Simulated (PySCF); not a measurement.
A calculated (r2SCAN, PySCF 2.14, aug-cc-pV5Z, the non-relativistic Hamiltonian (point nucleus)) atom or ion has these occupied shells.

```
shell  electrons  orbital energy (eV)  rms radius, mean of both spins (bohr)
 1s α          1              -291.82                                  0.314
 1s β          1              -289.99                                  0.314
 2s α          1              -28.186                                   1.57
 2p α          2              -19.192                                   1.62
```

Name the element and its charge.

C⁺ (carbon, charge +1), in [He] 2s1 2p2, high-spin 4P determinant (an excited configuration).
